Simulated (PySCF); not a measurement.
Estimate the missing entries of this data sheet.

Compound: hexafluorophosphate, PF6 (charge -1).
Bonds: F1–P2, P2–F3, P2–F4, P2–F5, P2–F6, P2–F7.

```json
{"property": "point group", "level": "PBE0-D3(BJ)/def2-TZVP", "value": "?"}
{"property": "rotational constants A, B, C", "level": "PBE0-D3(BJ)/def2-TZVP", "value": "2.541, 2.541, 2.540 GHz"}
{"property": "HOMO energy", "level": "B97-2/pcSseg-2", "value": "?"}
{"property": "LUMO energy", "level": "B97-2/pcSseg-2", "value": "?"}
{"property": "isotropic shieldings of nuclei other than C and H, by class", "level": "GIAO B97-2/pcSseg-2", "value": "?"}
```

Electronic properties: PySCF, gas phase, density fitting. Isolated species at its PBE0-D3(BJ)/def2-TZVP geometry, gas phase. No diffuse functions stand in pcSseg-2, which bears on an anion's orbital energies.

(1) Give the point group.

(2) What are the isotropic shieldings of nuclei other than C and H, by class?

(3) Give the HOMO energy.

(4) The LUMO energy?

Answers

(1) Oh.

(2) 261 (F1/F3/F4/F5/F6/F7), 444 (P2) ppm.

(3) -5.14 eV.

(4) 7.30 eV.

The rotational constants are those of a spherical top; the small spread among constants that symmetry makes equal is optimisation noise. With B = h/(8π²I), that is 505.379 GHz u Å² over I, the principal moments of inertia are 198.9, 198.9 and 199.0 u Å² (most abundant isotopes).

For the NMR shielding job (B97-2/pcSseg-2), the run took 23 s wall on an Intel Xeon 6975P-C with one thread, no GPU (shared host), and the process peaked at 1.2 GiB of memory.
